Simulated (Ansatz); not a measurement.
Ansatz (a first-principles code) input (r2SCANh/def2-TZVPD):

Ansatz 0.2 input:
```yaml
crystal:
  periodic: [false, false, false]
  atoms:
    - {symbol: B, position_ang: [-0.01740047, 0.05001778, -0.00019811]}
    - {symbol: C, position_ang: [1.53677170, -0.23653702, -0.00330876]}
    - {symbol: C, position_ang: [-1.05816218, -1.13922958, 0.00875798]}
    - {symbol: N, position_ang: [-0.47750970, 1.37260517, -0.00543670]}
    - {symbol: H, position_ang: [1.82210434, -0.82992170, 0.87133875]}
    - {symbol: H, position_ang: [1.81701068, -0.83860540, -0.87365821]}
    - {symbol: H, position_ang: [2.15701438, 0.66337081, -0.00959750]}
    - {symbol: H, position_ang: [-2.10302693, -0.81855813, 0.01021218]}
    - {symbol: H, position_ang: [-0.91145416, -1.78774902, -0.86097053]}
    - {symbol: H, position_ang: [-0.90636050, -1.77906532, 0.88402643]}
    - {symbol: H, position_ang: [0.13676918, 2.17011492, -0.01119846]}
    - {symbol: H, position_ang: [-1.45414384, 1.61668835, -0.00380053]}
basis:
  gaussian:
    orbitals: def2-TZVPD
hamiltonian:
  xc: {name: r2SCANh}
output: {forces: true}
```

Output:

```
Functional definition: r2SCANh
integrals: 0.11 GiB planned
1100 factors; their error is unknown
mean field: 1.21 GiB planned
mean field evaluation 1: about -4356.5851 eV, gradient 8.4e1 eV
mean field evaluation 2: about -4346.8702 eV, gradient 1.0e2 eV
mean field evaluation 4: about -4371.4395 eV, gradient 6.1e0 eV
mean field evaluation 8: about -4371.5304 eV, gradient 3.1e-2 eV
mean field evaluation 16: about -4371.5037 eV, gradient 1.2e-5 eV
mean field -4371.50365540 eV, -160.6497962244 hartree, gradient 8.5e-6 eV, S^2 0.000000; 0 other end points of the search recorded, 0 dependent functions left out
the calculation of the forces begins
reference -4371.50366897 eV, -160.6497967231 hartree; 16, 16 occupied and 204, 204 virtual orbitals, 1100 factors
Total energy: -4371.50366897 eV, -160.6497967231 hartree
Atom 0 at    -0.017400     0.050018    -0.000198 Å, force     0.026149    -0.075166     0.000298 eV/Å
Atom 1 at     1.536772    -0.236537    -0.003309 Å, force    -0.046136     0.033649    -0.000033 eV/Å
Atom 2 at    -1.058162    -1.139230     0.008758 Å, force     0.015291     0.055017    -0.000318 eV/Å
Atom 3 at    -0.477510     1.372605    -0.005437 Å, force    -0.018159     0.052199    -0.000207 eV/Å
Atom 4 at     1.822104    -0.829922     0.871339 Å, force    -0.011687     0.010988    -0.033836 eV/Å
Atom 5 at     1.817011    -0.838605    -0.873658 Å, force    -0.011490     0.011325     0.033793 eV/Å
Atom 6 at     2.157014     0.663371    -0.009598 Å, force    -0.018626    -0.028019     0.000194 eV/Å
Atom 7 at    -2.103027    -0.818558     0.010212 Å, force     0.031995    -0.010410    -0.000042 eV/Å
Atom 8 at    -0.911454    -1.787749    -0.860971 Å, force     0.002261     0.016108     0.033729 eV/Å
Atom 9 at    -0.906361    -1.779065     0.884026 Å, force     0.002064     0.015772    -0.033900 eV/Å
Atom 10 at     0.136769     2.170115    -0.011198 Å, force    -0.050454    -0.063212     0.000462 eV/Å
Atom 11 at    -1.454144     1.616688    -0.003801 Å, force     0.078794    -0.018251    -0.000139 eV/Å
Dipole moment:    -0.081899     0.235419    -0.000932 e Å
```
